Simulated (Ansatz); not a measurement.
C₄H₅, charge -1, singlet, geometry from GFN2-xTB (a gas-phase anion, which may not be bound at this level); CCSD(T)/STO-3G run with Ansatz (an electronic-structure program).

The Ansatz input:
Ansatz 0.2 input:
```yaml
crystal:
  periodic: [false, false, false]
  atoms:
    - {symbol: C, position_ang: [-0.00477750, -0.00846867, 0.42733059]}
    - {symbol: C, position_ang: [-0.00174017, -0.76951404, -0.83385328]}
    - {symbol: C, position_ang: [0.02025666, 0.75423460, -0.88448337]}
    - {symbol: C, position_ang: [-0.02048610, -0.11308971, 1.73328716]}
    - {symbol: H, position_ang: [-0.90781767, -1.26894023, -1.19210447]}
    - {symbol: H, position_ang: [0.89751813, -1.29434815, -1.17242457]}
    - {symbol: H, position_ang: [0.93628317, 1.22602460, -1.25140807]}
    - {symbol: H, position_ang: [-0.87391678, 1.25150097, -1.27114099]}
    - {symbol: H, position_ang: [-0.01158415, 0.90678977, 2.23339151]}
basis:
  gaussian:
    orbitals: STO-3G
total_charge: -1
magnetization: {spin_polarized: false}
correlation: {method: ccsd_t, electrons: outside_noble_gas}
accuracy: high
```

**Question.** Predict the main parts of the log of this Ansatz run.

**Answer.** 
```
Functional definition: HF
510 factors; integrals over basis functions are off by at most 4.1e-9 eV
mean field evaluation 1: about -4137.5018 eV, gradient 3.1e1 eV
mean field evaluation 2: about -4137.6637 eV, gradient 3.1e1 eV
mean field evaluation 4: about -4141.2855 eV, gradient 3.1e0 eV
mean field evaluation 8: about -4141.3661 eV, gradient 8.0e-2 eV
mean field evaluation 16: about -4140.2353 eV, gradient 1.8e1 eV
mean field -4141.36611451 eV, -152.1923975895 hartree, gradient 1.4e-8 eV, S^2 0.000000; 0 other end points of the search recorded, 0 dependent functions left out
4 core orbitals not correlated
reference -4141.36611451 eV, -152.1923975895 hartree; 11, 11 occupied and 10, 10 virtual orbitals, 510 factors
second order -5.63024622 eV of doubles, -0.00000000 eV of singles
cycle   1  -6.58604510 eV  change   -9.6e-1 eV  update   9.0e-2
cycle   2  -7.10047619 eV  change   -5.1e-1 eV  update   3.7e-2
cycle   3  -7.16630705 eV  change   -6.6e-2 eV  update   1.3e-2
cycle   4  -7.17195076 eV  change   -5.6e-3 eV  update   5.0e-3
cycle   5  -7.16922152 eV  change    2.7e-3 eV  update   1.4e-3
cycle   6  -7.16850855 eV  change    7.1e-4 eV  update   4.9e-4
cycle   7  -7.16828668 eV  change    2.2e-4 eV  update   2.0e-4
cycle   8  -7.16828554 eV  change    1.1e-6 eV  update   6.0e-5
cycle   9  -7.16830038 eV  change   -1.5e-5 eV  update   2.0e-5
cycle  10  -7.16829777 eV  change    2.6e-6 eV  update   5.8e-6
cycle  11  -7.16829783 eV  change   -5.9e-8 eV  update   1.5e-6
cycle  12  -7.16829816 eV  change   -3.3e-7 eV  update   5.5e-7
cycle  13  -7.16829827 eV  change   -1.1e-7 eV  update   1.6e-7
cycle  14  -7.16829837 eV  change   -9.8e-8 eV  update   6.4e-8
cycle  15  -7.16829836 eV  change    3.5e-9 eV  update   3.4e-8
cycle  16  -7.16829780 eV  change    5.6e-7 eV  update   1.4e-7
cycle  17  -7.16829765 eV  change    1.5e-7 eV  update   5.4e-8
cycle  18  -7.16829759 eV  change    6.4e-8 eV  update   1.6e-8
cycle  19  -7.16829757 eV  change    1.7e-8 eV  update   5.5e-9
cycle  20  -7.16829757 eV  change    4.0e-9 eV  update   1.4e-9
cycle  21  -7.16829757 eV  change   6.0e-10 eV  update  3.9e-10
perturbative correction -0.11106119 eV, -0.0040814233 hartree
Total energy: -4148.64547326 eV, -152.4599090896 hartree
```
